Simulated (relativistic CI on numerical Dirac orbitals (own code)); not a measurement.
Zr2+: 4p photoemission

Computed with this model: Dirac-Coulomb-Breit CI, separate exchange-only KLI orbitals for each configuration, a model potential for QED, valence Slater integrals scaled by 0.7, multiplet model of photoemission in the sudden approximation; configurations [Kr] 4d2 → [Ar] 3d10 4s2 4p5 4d2; 300 K; Lorentzian 0.84 eV and Gaussian 0.6 eV FWHM. Energies are those of the free ion, without screening or charge transfer. The energies are binding energies and can lie tens of eV above those of solids. S is read from ⟨S²⟩ = S(S + 1).

Field parameters in Wybourne normalisation: D4h B²₀ = −7Ds, B⁴₀ = 21(Dq − Dt), B⁴₄ = 21√(5/14) Dq. The field is a parameter set, without covalency.

free ion: ground-state S = 1.00, centroid 53.39 eV. Peaks (eV, height): 52.1 (100), 58.5 (16), 61.8 (16).

D4h, 10Dq = 15850, Ds = -1500, Dt = 530 cm⁻¹: ground-state S = 1.00, centroid 53.43 eV. Peaks (eV, height): 52.0 (100), 59.9 (9), 62.3 (10).

Strongest unbroadened transitions for free ion:

```
Energy (eV)  Relative strength
      50.69               35.3
      50.75               41.5
      50.86               15.2
      51.68               11.4
      51.93              100.0
      52.02               84.2
      52.36               27.0
      52.64                6.5
      52.71               32.7
      52.94               24.1
      52.99               33.7
      53.29               71.4
      54.02               13.2
      54.08                7.7
      54.15               23.7
      54.33                6.8
      58.46               38.9
      61.79               39.1
```
